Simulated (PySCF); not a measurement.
Simulation results for Al$_{2}$BH$_{2}$N, BClH$_{4}$NSi, BH$_{5}$NOSi, BClH$_{3}$OSi

All values are calculated (PySCF 2.14.0). Calculation on a computer-drawn molecule: optimised geometry and harmonic frequencies of an isolated molecule of the commonest isotopes, restricted reference for singlets and unrestricted otherwise, frozen core in MP2.

Common to all runs: multiplicity 1; basis cc-pV(D+d)Z.

(1) Al$_{2}$BH$_{2}$N

Start structure:
```xyz
6
Al2BH2N
B     -0.7414    -0.5780     1.8858
N     -1.4131    -1.6275     1.2747
Al    -2.2104    -2.8668     0.5509
Al    -3.5746    -4.9983    -0.6952
H      0.4375    -0.3584     1.6689
H     -1.2995     0.1720     2.6674
```

Here we set charge 0 and method MP2.

The calculation gives: rotational constants 227.9, 1.322, 1.314 GHz; total energy -564.4597 hartree; convergence status largest gradient component 1.225e-05 hartree/bohr.

Drawn bonds:
```
atom  other atom  order
   1           2      1
   2           3      2
   3           4      1
   1           5      1
   1           6      1
```

Optimised structure:
```xyz
6
Al2BH2N
B     -0.7276    -0.5565     1.8984
N     -1.4090    -1.6198     1.2787
Al    -2.2313    -2.8984     0.5324
Al    -3.5781    -5.0050    -0.6990
H      0.4512    -0.3574     1.6655
H     -1.3066     0.1801     2.6765
```

Modes:
```
frequency (cm⁻¹)  reduced mass (dalton)
           20.44                  10.71
           50.69                  7.388
           142.8                  6.553
           164.7                  3.447
           245.5                  16.12
           728.6                   7.06
           922.2                  1.354
            1021                   1.36
            1223                  1.182
            1440                  6.867
            2540                  1.051
            2600                  1.126
```

(2) BClH$_{4}$NSi

Start structure:
```xyz
8
BClH4NSi
B     -0.4395     1.6324     0.5078
Si     0.6281     1.0651     1.9949
N      0.6545    -0.5714     2.4299
Cl     1.8035     2.2288     3.0272
H     -0.0848     1.6965    -0.5725
H     -1.5589     2.0086     0.7161
H      0.0802    -1.2935     1.9641
H      1.1925    -0.9393     3.2147
```

It was run with charge 1 and method HF.

It finds rotational constants 5.963, 3.513, 2.255 GHz; total energy -829.7025 hartree; convergence status largest gradient component 2.229e-05 hartree/bohr.

Drawn bonds:
```
atom  other atom  order
   1           2      1
   2           3      1
   2           4      1
   1           5      1
   1           6      1
   3           7      1
   3           8      1
```

Optimised structure:
```xyz
8
BClH4NSi
B     -0.5113     1.6968     0.4615
Si     0.6232     0.9722     1.9911
N      0.6621    -0.5926     2.4649
Cl     1.7858     2.2040     3.0180
H     -0.0249     1.7311    -0.6218
H     -1.6088     2.0746     0.7147
H      0.1200    -1.3216     2.0309
H      1.2294    -0.9373     3.2229
```

Modes:
```
frequency (cm⁻¹)  reduced mass (dalton)
           86.25                  1.025
             161                  3.943
           226.4                  3.696
           249.7                  3.615
           485.8                  1.037
           536.7                  7.231
           640.3                  1.259
           694.1                   4.31
           704.1                  1.285
           869.4                  1.478
           954.2                  1.431
            1072                  5.797
            1219                  1.122
            1676                  1.131
            2753                  1.045
            2881                  1.134
            3729                  1.052
            3825                  1.098
```

(3) BH$_{5}$NOSi

Start structure:
```xyz
9
BH5NOSi
B     -1.3637     1.9044     0.2800
Si    -1.2611    -0.0193     0.6075
N     -2.0972    -1.3330    -0.1455
O     -0.2299    -0.4754     1.6516
H     -0.6528     2.4231    -0.5428
H     -2.0770     2.5235     0.8675
H     -1.9439    -2.3191     0.0326
H     -2.7368    -1.1691    -0.9242
H      0.1913    -1.2117     2.0092
```

It was run with charge 1 and method HF.

Results for BH$_{5}$NOSi: rotational constants 7.295, 5.737, 3.304 GHz; total energy -445.6548 hartree; convergence status largest gradient component 3.601e-05 hartree/bohr.

Drawn bonds:
```
atom  other atom  order
   1           2      1
   2           3      1
   2           4      1
   1           5      1
   1           6      1
   3           7      1
   3           8      1
   4           9      1
```

Optimised structure:
```xyz
9
BH5NOSi
B     -1.3836     1.8984     0.2304
Si    -1.1958    -0.0901     0.5958
N     -2.0479    -1.2677    -0.1611
O     -0.1374    -0.4779     1.6998
H     -0.6931     2.3838    -0.6059
H     -2.1695     2.5160     0.8726
H     -1.9595    -2.2541     0.0172
H     -2.7333    -1.0762    -0.8725
H      0.1492    -1.3087     2.0597
```

Modes:
```
frequency (cm⁻¹)  reduced mass (dalton)
           73.85                  1.035
           185.7                  3.356
           251.5                  2.879
           299.6                  3.018
           406.7                  1.045
           471.7                    1.2
           606.7                  4.367
           611.3                  1.252
           670.8                  1.226
           713.6                  1.314
           831.9                  1.501
           947.3                  1.383
            1036                  4.334
            1133                  6.967
            1231                  1.141
            1681                  1.131
            2754                  1.046
            2877                  1.133
            3741                  1.052
            3833                  1.098
            4119                  1.069
```

(4) BClH$_{3}$OSi

Start structure:
```xyz
7
BClH3OSi
B     -1.9027    -1.6282     1.0106
Si    -0.0587    -0.9685     0.6160
O      0.8799    -0.3917     1.7941
Cl     0.8530    -0.9055    -1.0731
H     -2.7524    -0.8900     1.0174
H     -2.1052    -2.7246     1.2632
H      0.8747    -0.2695     2.7320
```

It was run with charge 1 and method HF.

It finds rotational constants 6.235, 3.551, 2.309 GHz; total energy -849.5262 hartree; convergence status largest gradient component 1.572e-05 hartree/bohr.

Drawn bonds:
```
atom  other atom  order
   1           2      1
   2           3      1
   2           4      1
   1           5      1
   1           6      1
   3           7      1
```

Optimised structure:
```xyz
7
BClH3OSi
B     -1.9132    -1.6231     1.0157
Si    -0.0193    -0.9423     0.7036
O      0.9520    -0.3900     1.8058
Cl     0.7581    -0.9326    -1.0999
H     -2.7997    -0.8365     0.9382
H     -2.0495    -2.7793     1.2512
H      0.8603    -0.2742     2.7457
```

Modes:
```
frequency (cm⁻¹)  reduced mass (dalton)
           128.9                  1.023
           161.2                  4.115
           232.2                  4.308
           275.9                  6.195
             444                  1.106
           534.2                  7.257
           599.6                  1.285
           693.7                  1.345
           755.4                  7.598
           939.4                  1.392
            1105                  7.517
            1211                   1.12
            2754                  1.044
            2885                  1.134
            4095                   1.07
```

(5) BClH$_{3}$OSi

Start structure:
```xyz
7
BClH3OSi
B     -1.9132    -1.6231     1.0157
Si    -0.0193    -0.9423     0.7036
O      0.9520    -0.3900     1.8058
Cl     0.7581    -0.9326    -1.0999
H     -2.7997    -0.8365     0.9382
H     -2.0495    -2.7793     1.2512
H      0.8603    -0.2742     2.7457
```

It was run with charge 1 and method MP2.

Results for BClH$_{3}$OSi: rotational constants 6.053, 3.577, 2.295 GHz; total energy -850.0021 hartree; convergence status largest gradient component 2.709e-05 hartree/bohr.

Drawn bonds:
```
atom  other atom  order
   1           2      1
   2           3      1
   2           4      1
   1           5      1
   1           6      1
   3           7      1
```

Optimised structure:
```xyz
7
BClH3OSi
B     -1.9033    -1.6192     1.0170
Si    -0.0146    -0.9395     0.7100
O      1.0023    -0.3704     1.8065
Cl     0.7303    -0.9454    -1.1127
H     -2.7980    -0.8288     0.9331
H     -2.0428    -2.7850     1.2481
H      0.8147    -0.2897     2.7583
```

Modes:
```
frequency (cm⁻¹)  reduced mass (dalton)
           129.8                  1.023
           146.9                  4.105
           213.8                  4.463
           258.9                  6.452
             448                  1.097
           531.5                  7.508
           650.3                   1.45
           658.3                  1.339
           753.3                  4.487
           904.9                  1.416
            1041                  6.508
            1150                   1.12
            2686                  1.045
            2820                  1.134
            3805                  1.069
```
